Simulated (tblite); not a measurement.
**Question.** Give a GFN2-xTB geometry of `CN[Si@@H](C)/C=C(\C#N)OC`.

**Answer.** 
```xyz
22
C6H12N2OSi angstrom
C      2.8716   -0.0185    1.6673
N      1.4793    0.0836    1.2914
Si     0.9854    0.6096   -0.2717
C      1.6062   -0.4174   -1.7542
C     -0.8977    0.6251   -0.2675
C     -1.6735   -0.4376   -0.0258
C     -1.0788   -1.6924    0.2818
N     -0.5776   -2.6935    0.5283
O     -3.0382   -0.5122   -0.0240
C     -3.7532    0.6650   -0.2993
H      3.4123    0.8200    1.2344
H      3.3361   -0.9453    1.3149
H      2.9684    0.0263    2.7532
H      0.9278   -0.6316    1.7425
H      1.4518    1.9991   -0.3905
H      1.2926    0.0017   -2.7060
H      1.2328   -1.4375   -1.7036
H      2.6913   -0.4674   -1.7625
H     -1.3758    1.5624   -0.5053
H     -4.8049    0.3916   -0.2392
H     -3.5351    1.4451    0.4380
H     -3.5313    1.0432   -1.3030
```

Any rigid rotation of these coordinates is as good. Atoms count from 1 in this order. The 2 C–Si bonds span 1.883 Å (Si3–C5, drawn single) to 1.907 Å (Si3–C4, drawn single), a spread of 0.024 Å. Of the pairs four or more bonds apart, C10···H19 is among the closest relative to their van der Waals radii: 2.55 Å, 88 % of the sum of Bondi's values. Si3 (SiH silicon) is distorted tetrahedral (angles from 105.7° to 116.6°). The 2 C–C bonds span 1.338 Å (C5=C6, drawn double) to 1.422 Å (C6–C7, drawn single), a spread of 0.084 Å.

Bonds between heavy atoms (Å): C1–N2 1.446, N2–Si3 1.722, Si3–C4 1.907, Si3–C5 1.883, C5=C6 1.338, C6–C7 1.422, C7≡N8 1.146, C6–O9 1.367, O9–C10 1.405.

The geometry is computed with GFN2-xTB (gas phase).

Point group: C1 (no symmetry element, even within 0.4 Å). Its GFN2-xTB frequencies are all real (lowest 34 cm⁻¹). The numbers are those of one conformer (C1–N2–Si3–C4 59°, N2–Si3–C5–C6 -59°, C5–C6–O9–C10 0°). 3 starts were optimised and ended at 0.00, 0.18 and 0.57 kcal/mol (GFN2-xTB); the lowest of these is shown.
